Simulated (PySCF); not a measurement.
**Spin states of InTe**

Unrestricted PBE0; In def2-SVP with ECP28, Te def2-SVP with ECP28; scalar-relativistic core potentials (PySCF 2.14). Outer shells of the fragments: In 4d10 5s2 5p1; Te 4d10 5s2 5p4.

Followed along the bond (rough minima from three points):

```
2Ms+1   unpaired  ⟨S²⟩ at the start  R at minimum (Å)  Te (eV)
    2        π ↑               0.75              2.87     0.00
    2        σ ↑               0.76              2.62     0.11
    4  σ ↑, π ↑↑               3.76              2.93     2.31
```

Solutions found at the starting distance of 2.710 Å, counted from the lowest of them; the search is not exhaustive and high or unbound solutions are not listed, so other states can lie among these:

```csv
2Ms+1,unpaired,term,E (eV),⟨S²⟩,⟨Lz²⟩,μ (D)
2,π ↑,²Π,0.00,0.75,1.01,-1.82
2,σ ↑,²Σ⁺,0.06,0.76,0.00,-3.89
4,"σ ↑, π ↑↑",mixed,2.31,3.76,2.01,0.18
4,"σ ↑, π ↑↑",mixed,2.49,3.76,2.01,0.08
2,"σ ↑, π ↑↓",mixed,2.69,1.76,2.01,-0.09
2,"σ ↓, π ↑↑",mixed,2.79,1.77,2.01,0.50
2,"σ ↑, π ↑↓",mixed,2.81,1.76,2.01,0.49
4,π ↑↑↑,⁴Π,3.28,3.76,1.00,4.10
2,π ↑,²Π,3.34,0.78,1.00,-2.46
4,"σ ↑↑, π ↑",⁴Π,4.34,3.75,1.01,0.97
```

A term symbol is given only where ⟨S²⟩ and ⟨Lz²⟩ are close to those of a pure state; real π, δ and φ orbitals otherwise mix terms. A positive dipole means In(−)Te(+).

Problem. Compare the gap between the two lowest followed solutions at the starting distance with the gap between their minima.

Solution. At PBE0 the second solution (doublet, unpaired electrons σ ↑) lies +0.06 eV from the first (doublet, unpaired electrons π ↑) at 2.710 Å and +0.11 eV at the minima; the two curves relax by different amounts, since their minima lie near 2.62 and 2.87 Å.

Spin–orbit coupling is left out. Counting both spins, an empty level lies below a filled one in some of these solutions, because spin and occupation are held.
